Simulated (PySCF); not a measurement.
CH$_{2}$O$_{2}$, charge -1, doublet, geometry from GFN2-xTB (a state made from the parent by changing its charge; the spin is typed, not shown lowest). Base run: CCSD(T)/def2-SVP (PySCF).

Here is a job for PySCF.
```python
from pyscf import gto, scf, cc

mol = gto.Mole()
mol.atom = '''
    O     0.88165186   -0.79800338   -0.04541124
    C    -0.44999146   -0.19581427    0.20339102
    O    -0.57442091    1.06337156   -0.05525830
    H     1.43328073   -0.02488347   -0.20621193
    H    -1.19117966   -0.92317640   -0.20877782
'''
mol.basis = 'def2-svp'
mol.charge = -1
mol.spin = 1
mol.verbose = 4
mol.build()

mf = scf.UHF(mol)
mf.kernel()

mycc = cc.CCSD(mf)
mycc.kernel()
et = mycc.ccsd_t()
print('E(CCSD(T)) = %.10f' % (mycc.e_tot + et))
```

Variants of this job, named by their change:

```
change                                ΔE vs base (mEh)  MP2 correlation (Eh)  CC correlation without the perturbative part (Eh)  basis functions  core-seconds (rough)
------------------------------------  ----------------  --------------------  -------------------------------------------------  ---------------  --------------------
base                                             0.000              -0.50460                                           -0.52128               52                    20
cc.iterative_damping = 0.8                       0.000              -0.50460                                           -0.52128               52                    10
method = mp2                                    30.131              -0.50460                                                  -               52                   0.6
cc.diis_space = 10                               0.000              -0.50460                                           -0.52128               52                    10
cc.level_shift = 0.2                             0.000              -0.50460                                           -0.52128               52                    20
method = cisd                                   68.339                     -                                                  -               52                     3
density fitting = JK and correlation             0.030              -0.50465                                           -0.52142               52                    20
cc.conv_tol = 1e-5                               0.000              -0.50460                                           -0.52128               52                    10
cc.diis_space = 3                                0.000              -0.50460                                           -0.52128               52                    10
cart = on                                      -20.365              -0.51898                                           -0.53514               55                    20
```

Open shells are given as the SCF converged; they aren't shown to be the lowest states, and a large step between rows can be another state.
